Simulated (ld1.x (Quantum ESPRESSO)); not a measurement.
Varying the PAW potential for strontium

Base potential:

strontium, PAW, made with ld1.x (Quantum ESPRESSO) 7.5 (Wu–Cohen, scalar-relativistic). Core [Ar] 3d10, reference 4s2 4p6 4d0 5s2 5p0. Waves: 4s (bound): rcut 1.90, rcutus 2.65 bohr; 5s (bound): rcut 1.90, rcutus 2.65 bohr; 4p (bound): rcut 2.10, rcutus 2.65 bohr; 5p (bound, empty): rcut 2.10, rcutus 2.65 bohr; 4d (bound, empty): rcut 2.65, rcutus 3.15 bohr; 4d channel at 0.45 Ry: rcut 2.65, rcutus 3.15 bohr. Local part: all-electron potential smoothed inside 2.45 bohr (lloc = -1). Core correction: Bessel-smoothed model core, default radius (core density twice the valence density). Augmentation charge: BESSEL, radius 1.95 bohr.

All-electron outer shells of the reference configuration (Wu–Cohen, scalar-relativistic, ld1.x):

```
shell  level (eV)  outermost node (bohr)  outermost maximum (bohr)
   3p     -256.04                   0.19                      0.43
   3d     -128.05                      –                      0.38
   4s      -40.90                   0.59                      1.19
   4p      -22.81                   0.61                      1.33
   5s       -3.54                   1.65                      3.72
   4d       -1.28                   0.65                      2.12
   5p       -1.26                   1.96                      4.83
```

Cutoffs, loose and tight: the cutoffs (Ry, on a coarse ladder) from which the occupation-weighted sum of valence levels, in a spherical-Bessel basis at the reference potential, stays within 10 and 1 mRy of its value at 400 Ry. They do not see the model core or the augmentation charge, which bear on the density cutoff. Test errors are all-electron minus pseudo excitation energies from the reference, over the configurations 4s2 4p6 4d0 5s1 5p0; 4s2 4p6 4d0 5s0 5p0; 4s2 4p6 4d0 5s1.5 5p0; 4s2 4p6 4d0.5 5s1.5 5p0; 4s2 4p6 4d0 5s0 5p1; 4s2 4p5 4d0 5s2 5p0; 4s1 4p6 4d0 5s2 5p0. A dash means not determined; rows that change the core or the reference have their own tests. The largest error is taken over the tests solved by every variant that gives reliable tests at all: 4s2 4p6 4d0 5s0 5p0; 4s2 4p6 4d0 5s0 5p1; 4s2 4p6 4d0 5s1 5p0; 4s2 4p6 4d0 5s1.5 5p0; 4s2 4p6 4d0.5 5s1.5 5p0.

Cutoffs are not given where the Bessel-basis levels miss the radial ones by over 6 mRy, ghosts where they miss by over 20 mRy; a channel whose overlap is not positive is not tested.

A file whose overlap is not positive is unfit for use, and its test errors describe a broken file.

```csv
change,outcome,bound ghosts,largest test error (meV)
base,"generated, overlap not positive",not determined (overlap not positive),+115
"waves 4s (bound): rcut 1.62, rcutus 1.72 bohr; 5s (bound): rcut 1.62, rcutus 1.72 bohr","generated, overlap not positive",not determined (overlap not positive),+29
"waves 4s (bound): rcut 1.84, rcutus 1.96 bohr; 5s (bound): rcut 1.84, rcutus 1.96 bohr","generated, overlap not positive",not determined (overlap not positive),+25
"waves 4s (bound): rcut 1.90, rcutus 2.20 bohr; 5s (bound): rcut 1.90, rcutus 2.20 bohr","generated, overlap not positive",not determined (overlap not positive),+67
"waves 4s (bound): rcut 1.90, rcutus 2.42 bohr; 5s (bound): rcut 1.90, rcutus 2.42 bohr","generated, overlap not positive",not determined (overlap not positive),+90
"waves 4s (bound): rcut 1.90, rcutus 2.64 bohr; 5s (bound): rcut 1.90, rcutus 2.64 bohr","generated, overlap not positive",not determined (overlap not positive),+115
"waves 4s (bound): rcut 1.90, rcutus 2.92 bohr; 5s (bound): rcut 1.90, rcutus 2.92 bohr","generated, overlap not positive",not determined (overlap not positive),+136
"waves 4s (bound): rcut 1.90, rcutus 3.22 bohr; 5s (bound): rcut 1.90, rcutus 3.22 bohr","generated, overlap not positive",not determined (overlap not positive),test run stopped at test 1 of 7 (negative rho)
"waves 4s (bound): rcut 1.90, rcutus 3.54 bohr; 5s (bound): rcut 1.90, rcutus 3.54 bohr","generated, overlap not positive",not determined (overlap not positive),"test run stopped at test 5 of 7 (negative rho), 4 before it not solved"
"waves 4s (bound): rcut 1.90, rcutus 3.68 bohr; 5s (bound): rcut 1.90, rcutus 3.68 bohr","generated, overlap not positive",not determined (overlap not positive),"test run stopped at test 5 of 7 (negative rho), 4 before it not solved"
"waves 4s (bound): rcut 1.90, rcutus 3.90 bohr; 5s (bound): rcut 1.90, rcutus 3.90 bohr","generated, overlap not positive",not determined (overlap not positive),"test run stopped at test 5 of 7 (negative rho), 4 before it not solved"
```
